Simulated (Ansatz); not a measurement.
`C[SiH](O)[SiH3]` and `O[SiH]([SiH3])[AlH][Cl]` differ in one atom or group.

Ansatz, PBE0-D4/def2-TZVP geometries, multiplicity 1. Each molecule was computed in one conformer, which needn't be the lowest.

```tsv
property	`C[SiH](O)[SiH3]`
size of the dipole moment (ωB97M-V/def2-TZVPP) / D	1.88
HOMO energy (B3LYP/def2-TZVPP) / eV	-7.65
LUMO energy (PBE/def2-TZVPP) / eV	-0.90
size of the dipole moment (B3LYP/def2-TZVPP) / D	1.87
HOMO–LUMO gap (PBE0/def2-TZVPP) / eV	7.80
HOMO energy (PBE0/def2-TZVPP) / eV	-7.84
```

Question: What does the change do to each property? (An estimate is asked.)

Answer: Computed: 
```
                                          property  `O[SiH]([SiH3])[AlH][Cl]`  shift
size of the dipole moment (ωB97M-V/def2-TZVPP) / D                       0.99  -0.89
               HOMO energy (B3LYP/def2-TZVPP) / eV                      -7.22   0.43
                 LUMO energy (PBE/def2-TZVPP) / eV                      -2.81  -1.91
  size of the dipole moment (B3LYP/def2-TZVPP) / D                       0.98  -0.89
              HOMO–LUMO gap (PBE0/def2-TZVPP) / eV                       5.31  -2.49
                HOMO energy (PBE0/def2-TZVPP) / eV                      -7.41   0.43
```

With PBE0 the HOMO rises by 0.43 eV and the LUMO falls by 2.06 eV, so the gap narrows by about 2.49 eV. PBE moves the HOMO by 0.34 eV and ωB97M-V by 0.56 eV. The zero-point energy changes by -72.6 kJ/mol with -3 modes. Dipoles are sizes alone; their direction can turn.

B3LYP here is the variant with VWN-RPA as its local correlation; programs differ in this.
